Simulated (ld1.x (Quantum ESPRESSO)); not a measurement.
**u(r) = r·R(r): atom against pseudo-atom (P)**

Columns: radius, all-electron u(r) and pseudo u(r) of the 3p shell (level -14.32 eV) of phosphorus in the configuration [Ne] 3s2 3p2; LDA (PZ), non-relativistic, ultrasoft scheme, ld1.x (Quantum ESPRESSO) 7.5.

```tsv
r (bohr)	all-electron	pseudo
0.088	0.1235	-0.0066
0.175	0.2678	-0.0256
0.262	0.3307	-0.0564
0.350	0.3157	-0.0978
0.438	0.2465	-0.1478
0.525	0.1477	-0.2035
0.612	0.0351	-0.2631
0.700	-0.0817	-0.3250
0.788	-0.1940	-0.3864
0.875	-0.2964	-0.4446
0.962	-0.3880	-0.4988
1.050	-0.4685	-0.5484
1.138	-0.5367	-0.5920
1.225	-0.5924	-0.6287
1.312	-0.6370	-0.6591
1.400	-0.6716	-0.6837
1.487	-0.6966	-0.7021
1.575	-0.7134	-0.7152
1.662	-0.7225	-0.7228
1.750	-0.7253	-0.7253
1.838	-0.7225	-0.7225
1.925	-0.7150	-0.7150
2.012	-0.7035	-0.7035
2.100	-0.6887	-0.6887
2.188	-0.6711	-0.6711
2.275	-0.6516	-0.6516
```

(1) How many radial nodes do the two functions have?

(2) At about which radius was the pseudo-wave matched?

(3) Where does each function peak?

(4) Is the pseudo-wave norm-conserving?

## Answers

(1) The all-electron 3p function has n − l − 1 = 1; the pseudo-wave has 0, since the states of the same l below it are removed with the core.

(2) 1.75 bohr. The columns agree to 0.0005 from 1.66 bohr on; several derivatives are matched, so the curves merge somewhat inside the radius.

(3) Outermost all-electron maximum near 1.75 bohr, pseudo maximum near 1.75 bohr (to the table’s step).

(4) No, it belongs to an ultrasoft set: the norm inside the radius is not constrained, and the difference is carried by the augmentation charge.
